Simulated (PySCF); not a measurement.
## Dipole moment and polarisability of `C[SiH2]N(C)C`

C₃H₁₁NSi.
Cartesian coordinates in Å at the PBE0-D3(BJ)/def2-SVP level; atoms count from 1:
```xyz
16
C3H11NSi angstrom
C      2.3213    0.1130   -0.1050
Si     0.7875   -0.3559    0.8669
N     -0.6455   -0.1336   -0.0958
C     -0.8577    1.0603   -0.8720
C     -1.8534   -0.8635    0.1915
H      3.2185   -0.1625    0.4718
H      2.3761    1.1950   -0.2998
H      2.3533   -0.4173   -1.0688
H      0.8125   -1.8037    1.2439
H      0.7990    0.4310    2.1522
H     -1.3774    0.8253   -1.8199
H      0.0992    1.5345   -1.1372
H     -1.4719    1.8206   -0.3454
H     -2.5699   -0.2940    0.8196
H     -2.3828   -1.1290   -0.7430
H     -1.6238   -1.8022    0.7182
```

Level: CAM-B3LYP/def2-SVPD (PySCF), static field, nuclei fixed, core orbitals frozen in the response. The polarisability tensor in these axes (au):

```
x   82.81  1.44  1.96
y    1.44 69.87 -3.97
z    1.96 -3.97 70.52
```

**Question.** Give the principal values, the mean and the anisotropy Δα = √{½[(α1 − α2)² + (α2 − α3)² + (α1 − α3)²]}.

**Answer.** Principal values 65.88, 74.16 and 83.17 au; mean 74.40 au = 11.02 Å³ = 12.27 × 10⁻⁴⁰ C²·m²/J; Δα = 14.98 au (20 % of the mean).

**Question.** What is the dipole moment, and where does it point?

**Answer.** (-0.18, 0.37, -0.62) D, 0.75 D in size, pointing from the negative to the positive side. Measured along this direction, the outermost atoms are H9 at the negative end and H11 at the positive end.

**Question.** Along which axes do the principal values lie, and how far do the nuclei extend along each?

**Answer.** Largest value along (0.99, 0.07, 0.13), where the nuclei span 5.77 Å; middle along (-0.05, -0.69, 0.72), 3.98 Å; least along (-0.14, 0.72, 0.68), 3.01 Å. The response follows the extents in order.

**Question.** Refractivity n − 1 of an ideal gas of it at 298.15 K and 1 atm, from the electronic α?

**Answer.** N = p/kT = 2.4615 × 10¹⁹ cm⁻³, so n − 1 = 2π × N × 11.02 × 10⁻²⁴ cm³ = 1705 × 10⁻⁶ at long wavelengths, for an ideal gas.

**Question.** Molar refractivity from α?

**Answer.** Lorentz–Lorenz: R = (4π/3)N_A α = 2.5225 cm³/(mol·Å³) × 11.02 Å³ = 27.8 cm³/mol, in the limit of long wavelengths.

**Question.** Find the Langevin capture rate constant for H3+ (3.023 u) meeting this molecule (89.066 u), k = 2.342 × 10⁻⁹ cm³/s × √(α in Å³ / reduced mass in u).

**Answer.** The reduced mass is 2.92 u, so k = 4.55 × 10⁻⁹ cm³/s. The formula leaves out the permanent dipole, which adds to the capture rate.

**Question.** Give the eigenvalues of the traceless quadrupole moment Θ = ½Σq(3rr − r²1), origin at the centre of nuclear charge.

**Answer.** -2.82, 0.27, 2.55 D·Å. The values depend on the origin, since the dipole doesn't vanish. The electronic extent ⟨r²⟩ about the same centre is 694 bohr², a root-mean-square distance of 1.97 Å for the 50 electrons.

One conformer (not necessarily the lowest) at the PBE0-D3(BJ)/def2-SVP geometry, without solvent, vibrations or thermal averaging.
